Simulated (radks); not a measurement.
Q: Coherent X-ray form factor from a spherical all-electron density. Calculated with a radial shooting solver on a logarithmic mesh with Libxc functionals: scalar-relativistic Kohn-Sham, PBEsol, spin-polarised, spherical densities, finite nucleus; Fermi nuclear charge, rms radius of each element as measured or else 0.836 A^(1/3) + 0.57 fm.

sin(theta)/lambda (1/angstrom)  f0 (electrons)
0.05                                    25.936
0.1                                     25.747
0.15                                    25.436
0.2                                     25.011
0.25                                    24.478
0.3                                     23.851
0.4                                     22.359
0.5                                     20.643
0.6                                     18.814
0.8                                     15.206
1                                       12.112
1.25                                     9.287
1.5                                      7.506
2                                        5.723

The species is in the configuration that NIST lists as its ground one. Which atom or ion scatters so?

A: The niobium ion Nb15+, [Ar] 3d8. Extrapolating in s^2 from the first two rows gives f0(0) = 26.0, near the electron count 26; among species with that count, the fall with angle is slower the higher Z, and the table is that of Z = 41; from so few rows the species is fixed only to a neighbour or two.
